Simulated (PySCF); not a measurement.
Orbital gap (eV) of eight silicon and germanium compounds: PBE beside ωB97X, computed with PySCF for isolated molecules in the bases named; differences from unrounded values. The eight are the first of their class met in an unordered collection, after screening for sound electronic states; none was chosen by its value. Each molecule has one DFT geometry for both levels.

```
molecule                                                     basis  ωB97X
-------------------------------------------------------  ---------  -----
C2H8N2OSi, SMILES C/C=N\[Si@H](N)O                       def2-TZVP  10.95
C2H6OSi2, SMILES C#C[SiH2][SiH2]O                        def2-TZVP  11.43
CH₉NSi₂, SMILES C[Si@@H](N)[SiH3]                        def2-TZVP  11.32
Si(AsH2)(F)2(H) (AsF2H3Si), SMILES [SiH](F)([AsH2])F     def2-TZVP  12.26
C₂H₄F₂Si, SMILES C=C(F)[SiH2]F                           def2-TZVP  11.95
CH₇NSi₂, SMILES C1N[SiH2][SiH2]1                         def2-TZVP  10.95
ethyl(prop-1-ynyl)silane (C₅H₁₀Si), SMILES CC#C[SiH2]CC  def2-TZVP  12.10
C₄H₁₀OSi, SMILES C=C(CC)[SiH2]O                          def2-TZVP  11.85
```

Estimate the PBE values and say how PBE differs from ωB97X over the set. (The exact figures need the calculation; the answer reports its results.)


```json
[
 {"molecule": "C2H8N2OSi, SMILES C/C=N\\[Si@H](N)O", "PBE": "3.80", "difference": "-7.16"},
 {"molecule": "C2H6OSi2, SMILES C#C[SiH2][SiH2]O", "PBE": "5.03", "difference": "-6.40"},
 {"molecule": "CH₉NSi₂, SMILES C[Si@@H](N)[SiH3]", "PBE": "4.97", "difference": "-6.35"},
 {"molecule": "Si(AsH2)(F)2(H) (AsF2H3Si), SMILES [SiH](F)([AsH2])F", "PBE": "5.91", "difference": "-6.35"},
 {"molecule": "C₂H₄F₂Si, SMILES C=C(F)[SiH2]F", "PBE": "5.16", "difference": "-6.79"},
 {"molecule": "CH₇NSi₂, SMILES C1N[SiH2][SiH2]1", "PBE": "4.40", "difference": "-6.54"},
 {"molecule": "ethyl(prop-1-ynyl)silane (C₅H₁₀Si), SMILES CC#C[SiH2]CC", "PBE": "5.60", "difference": "-6.50"},
 {"molecule": "C₄H₁₀OSi, SMILES C=C(CC)[SiH2]O", "PBE": "5.24", "difference": "-6.61"}
]
```
PBE lies below ωB97X in 8 and above it in 0 of the eight; the mean signed difference is -6.59 and the largest -7.16 eV.
